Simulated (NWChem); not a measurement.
System: Pb, triplet

The following NWChem deck was run.

```
start job
memory heap 200 mb stack 900 mb global 1100 mb
geometry units angstroms noautoz
  Pb     0.000000     0.000000     0.000000
end
basis spherical
  * library def2-svp
end
ecp
  Pb library def2-ecp
end
dft
  odft
  mult 3
  xc xwpbe 0.80 cpbe96 1.0 hfexch 1.00
  cam 0.2 cam_alpha 0.2 cam_beta 0.8
  iterations 150
  mulliken
end
task dft energy
```

The open p shell is one determinant without spherical averaging. No stability test was run on the SCF state. def2 effective core potentials on Pb; no spin-orbit coupling.

### Question
Give the results of this calculation. (LRC-wPBEh/def2-SVP with def2 effective core potentials on Pb, spin-unrestricted.) Quantities: energy (Ha); highest occupied level (eV); lowest empty minus highest occupied level, either spin (eV); <S²>.

### Answer
```
Property                                                       Value
-----------------------------------------------------------  -------
energy (Ha)                                                  -192.85
highest occupied level (eV)                                    -6.47
lowest empty minus highest occupied level, either spin (eV)     5.16
<S²>                                                            2.00
```
